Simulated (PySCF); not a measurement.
A structure optimised at PBE-D3(BJ)/def2-TZVP, used in a PySCF frequency run:

```
Al
O 1 1.6298
H 2 0.9690 1 139.59
O 1 1.6298 2 171.27 3 132.12
H 4 0.9690 1 139.59 2 132.12
```
Charge +1, spin multiplicity 1.

Q: Write its SMILES, formula and point group.

A: [OH][Al+][OH], AlH₂O₂, C2

Q: What are its rotational constants (standard atomic weights)?

A: 636.33, 5.2378, 5.2365 GHz
